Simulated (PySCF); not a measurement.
Isomers of C4H12OSi. Method used: PySCF 2.14.0, PBE0-D3(BJ)/def2-SVP geometry optimisation, gas phase. Energies are electronic, without zero-point or thermal terms, for one conformer each. No frequencies were run at this level. Point groups hold within 0.08 Å.

Problem. Rank from lowest to highest electronic energy at this level (kcal/mol).
A. `[CH3:1][O:2][SiH2:3][CH:4]([CH3:5])[CH3:6]` with C1–O2–Si3–C4 180°, O2–Si3–C4–C5 62°
B. `[CH3:1][CH2:2][CH2:3][CH2:4][O:5][SiH3:6]` with C1–C2–C3–C4 177°, C2–C3–C4–O5 -62°, C3–C4–O5–Si6 172°
C. `[CH3:1][SiH2:2][O:3][CH:4]([CH3:5])[CH3:6]` with C1–Si2–O3–C4 -172°, Si2–O3–C4–C5 -85°

Solution. C (0.0), A (9.4), B (13.3).

As drawn, the lowest has an Si–C bond, which the highest lacks.

```
       SMILES      E (Eh)  E rel (kcal/mol)  dipole (D)  point group      A, B, C (MHz)
C[SiH2]OC(C)C  -523.75667               0.0        0.30           C1   5711, 1414, 1254
CO[SiH2]C(C)C  -523.74167               9.4        0.36           Cs   4569, 1564, 1524
  CCCCO[SiH3]  -523.73548              13.3        0.92           C1  8132, 1038, 972.1
```

Problem. How do the relative energies change in single points at PBE0/pcSseg-1 (no added dispersion term) on the same geometries?

Solution. 
| SMILES | PBE0-D3(BJ)/def2-SVP (kcal/mol) | PBE0/pcSseg-1 (kcal/mol) | shift |
| --- | --- | --- | --- |
| C[SiH2]OC(C)C | 0.0 | 0.0 | 0.0 |
| CO[SiH2]C(C)C | 9.4 | 10.0 | +0.6 |
| CCCCO[SiH3] | 13.3 | 13.9 | +0.6 |

Each column counts from its own lowest isomer. The order is unchanged; the largest shift is 0.6 kcal/mol.
